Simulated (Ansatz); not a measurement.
Molecule: trimethylsilane, C$_{3}$H$_{10}$Si, charge 0, multiplicity 1. 
Structure (B3LYP-D3(BJ)/def2-TZVP (Ansatz, an electronic-structure program) minimum search):
```xyz
14

Si     0.0839    -0.0328     0.3680
C      1.6437    -0.3337    -0.6338
C     -1.2241    -1.3084    -0.0671
C     -0.5677     1.7000     0.0512
H      0.4134    -0.1615     1.8143
H      2.4215     0.3905    -0.3820
H      2.0455    -1.3325    -0.4498
H      1.4412    -0.2475    -1.7043
H     -0.8673    -2.3224     0.1259
H     -1.4931    -1.2448    -1.1244
H     -2.1338    -1.1577     0.5181
H     -0.8214     1.8334    -1.0034
H     -1.4670     1.8980     0.6383
H      0.1753     2.4562     0.3137
```
Charge 0, spin multiplicity 1.

Property: atomisation energy (electronic, to ground-state atoms), in kJ/mol. Correlated levels leave the core frozen unless marked. Open shells are spin-unrestricted. No spin-orbit coupling. Non-relativistic. The coupled-cluster limit lacks core correlation, which all-electron functionals hold. CBS marks a two-point X^-3 extrapolation of the correlation energy; Hartree-Fock from the larger set. The bracket is a focal-point correction in the basis named.

| level | program | atomisation energy (kJ/mol) | minus last row |
|---|---|---|---|
| PBE0/def2-SVP | Ansatz | 5167.7 | -8.3 |
| BHLYP-D4/def2-TZVPD | Ansatz + dftd4 | 5096.1 | -79.9 |
| r2SCANh-D4/def2-TZVPD | Ansatz + dftd4 | 5165.6 | -10.4 |
| HSE06/def2-TZVPD | Ansatz | 5157.3 | -18.7 |
| CAM-B3LYP-D3(BJ)/def2-TZVPD | Ansatz + dftd3 | 5193.2 | 17.2 |
| LC-wPBE-D3(BJ)/def2-TZVPD | Ansatz + dftd3 | 5174.5 | -1.5 |
| MP2/6-31G* | Ansatz | 4699.3 | -476.7 |
| RI-MP2/aug-cc-pV(T+d)Z | Ansatz | 5099.3 | -76.7 |
| SCS-MP2/6-31G* | Ansatz | 4685.8 | -490.2 |
| CCSD/cc-pV(T+d)Z | Ansatz | 5021.4 | -154.6 |
| CCSD/CBS(aug-cc-pV(T+d)Z,aug-cc-pV(Q+d)Z) | Ansatz | 5122.3 | -53.7 |
| CCSD(T)/cc-pV(D+d)Z | Ansatz | 4820.8 | -355.2 |
| CCSD(T)/cc-pVTZ | Ansatz | 5060.3 | -115.7 |
| RI-MP2/CBS(cc-pV(T+d)Z,cc-pV(Q+d)Z)+[CCSD(T)-MP2]/cc-pV(T+d)Z | Ansatz | 5182.3 | 6.3 |
| CCSD(T)/CBS(aug-cc-pV(T+d)Z,aug-cc-pV(Q+d)Z) | Ansatz | 5176.0 | 0.0 |
